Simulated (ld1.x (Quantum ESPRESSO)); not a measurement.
In, TM: configuration errors across variants

| Property | Result |
| --- | --- |
| Element | In |
| Generator | ld1.x (Quantum ESPRESSO) 7.5 |
| Type | norm-conserving Troullier–Martins (Kleinman–Bylander form) |
| Functional | LDA (PZ) |
| Relativity | scalar-relativistic |
| Frozen core | [Kr] |
| Valence charge | 13 |
| Reference configuration | 4d10 5s2 5p1 |
| Partial waves | 5s (bound): rc 2.30 bohr; 5p (bound): rc 2.00 bohr; 4d (bound): rc 1.40 bohr |
| Local potential | all-electron potential smoothed inside 1.50 bohr (lloc = -1) |
| Core correction | Bessel-smoothed model core inside 1.15 bohr |

All-electron excitation energies from the reference (eV): (1) 4d10 5s2 5p0 5.595; (2) 4d10 5s1 5p0 25.255; (3) 4d10 5s0 5p0 53.995; (4) 4d9 5s0 5p0 110.606; (5) 4d10 5s1 5p2 5.938; (6) 4d10 5s0 5p3 12.162; (7) 4d10 5s2 5p1 spin -0.117; (8) 4d10 5s1 5p0 spin 25.031.

Spin tests fill each open shell by Hund’s rule, majority spin first.

Tests that are not counted but printed errors over 1 eV. “base”: 4d9 5s2 5p2 (solver errors, printed error -13.5 eV). “wave 5s (bound): rc 2.30 bohr becomes 5s (bound): rc 3.52 bohr”: 4d9 5s2 5p2 (solver errors, printed error -1437 eV); 4d10 5s0 5p3 (solver errors, printed error -1545 eV). “wave 4d (bound): rc 1.40 bohr becomes 4d (bound): rc 0.98 bohr”: 4d9 5s2 5p2 (solver errors, printed error -13.5 eV).

2 further variants failed, have other tests or too few solved ones, and are left out.

A true bound ghost makes a file unfit for plane-wave use even where its test errors are small: the radial tests pick states by their node count and pass the ghost by. Where a test does run into it, the solver fails or the error is huge.

Errors AE − PS in meV (a dash: test not solved or not reliable):

| change | (1) | (2) | (3) | (4) | (5) | (6) | (7) | (8) | bound ghosts |
| --- | --- | --- | --- | --- | --- | --- | --- | --- | --- |
| base | -1.7 | -14 | -58 | -87 | +11 | +72 | +0.4 | -15 | s, p |
| all radii but the core radius scaled by about 1.16 (s 2.68, p 2.32, d 1.62 bohr); local potential all-electron potential smoothed inside 1.74 bohr (lloc = -1) | -3.1 | -23 | -79 | -234 | -4.8 | -15 | +0.4 | -27 | s |
| local potential all-electron potential smoothed inside 2.22 bohr (lloc = -1) | -1.0 | -8.9 | -59 | -171 | -0.8 | -1.4 | +0.2 | -11 | none |
| wave 5s (bound): rc 2.30 bohr becomes 5s (bound): rc 3.52 bohr | +1.6 | -44 | -338 | -1043 | -8.0 | – | +1.3 | -74 | s |
| wave 4d (bound): rc 1.40 bohr becomes 4d (bound): rc 0.98 bohr | -1.7 | -14 | -58 | -85 | +11 | +72 | +0.4 | -15 | s, p |

Question: Give the same row for: wave 5p (bound): rc 2.00 bohr becomes 5p (bound): rc 1.42 bohr.

Answer: -5.9, -11, -46, -130, -16, -76, +1.2, -11; bound ghosts: p, s. Not counted: 4d9 5s2 5p2 (solver errors, printed error -73.6 eV).
